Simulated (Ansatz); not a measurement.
Isolated molecules relaxed with PBE0-D4/def2-TZVP in Ansatz; ΔE leaves out vibrations. CCSD(T)/CBS is the MP2 limit (def2-TZVPP, def2-QZVPP) plus CCSD(T) − MP2 in def2-TZVPP, frozen cores. This one scheme is used for every species. DFT in def2-TZVPP.

`B/C=C/[SiH3]` + H₂ → `C=C[SiH3]` + BH₃  (hydrogenolysis of a C–B bond)

**Question.** Is it downhill or uphill in electronic energy at CCSD(T)/CBS, and by how much? (Estimate.)

**Answer.** Ansatz gave: Uphill: ΔE = +7.6 kJ/mol.

**Question.** What do these levels give: PBE-D4, B97M-V, PBE0-D4, BHLYP-D4, r2SCANh, HF/def2-TZVPP? (Best estimate.)

**Answer.** Ansatz gave: PBE-D4 18.7, B97M-V 11.2, PBE0-D4 11.6, BHLYP-D4 2.3, r2SCANh 11.4, HF/def2-TZVPP -16.9 kJ/mol.

**Question.** What do rigid-rotor, harmonic-oscillator terms from PBE0-D4/def2-TZVP frequencies (298.15 K, 1 bar) make of the CCSD(T)/CBS value? (Estimate.)

**Answer.** Ansatz gave: ΔZPE = +13.4 kJ/mol, ΔH = +18.1 kJ/mol, ΔS = 21 J/(mol·K), ΔG = +12.0 kJ/mol.

Largest T1 diagnostic among the species: 0.012.

From r2SCAN to r2SCAN0 (25 % exact exchange), in def2-TZVPP and without D4, ΔE moves by −5.1 kJ/mol. Leaving LDA and LC-ωPBE aside and taking each functional with its dispersion term where it has one, the values, not all of them listed here, spread over 18.1 kJ/mol, from BHLYP-D4 to revPBE-D4. LDA lies +9.5 kJ/mol from PBE without D4.
